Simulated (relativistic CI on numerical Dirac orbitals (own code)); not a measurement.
Calculated at this level of theory: Dirac-Coulomb-Breit CI, KLI orbitals optimised for each configuration, model QED (radiative potential, 1s self-energy scaled to tabulated hydrogen-like ionisation energies), unscaled Slater integrals (own radial code, finite nucleus).

The strongest absorption lines from the ground level of an ion, among the configurations computed and to levels below about 458 eV (vacuum wavelength in Å, gf): 32.309 (0.079), 32.580 (0.24), 33.100 (0.059), 33.738 (1.2), 36.898 (0.067), 168.93 (0.074), 217.88 (0.06), 255.69 (0.077).

(1) Which ion is it?
A. Cl13+
B. Sc15+
C. Cl11+
D. Al7+

Answers

(1) C. Cl11+ has 6 electrons and the ground level 2s²2p² ³P0; the strongest line goes to 2s²2p3d ³D°1. The pattern of lines fixes the number of electrons, and along that sequence the line energies rise steadily with the charge (about as its square where n changes within one kind of shell, about linearly where n is kept but much faster in heavy ions where fine structure, which grows about as Z⁴, sets the gap, and irregularly where shells cross), which fixes Z. Configurations outside the model, such as inner-shell arrays, can give stronger lines. At this charge energies of transitions that change n are usually good to better than 1 %, and those within a shell (Δn = 0) to a few per cent.

LS names give the leading component of a level, which can be under half, so a name can repeat, a term be missing and a line seem to break the LS rules.
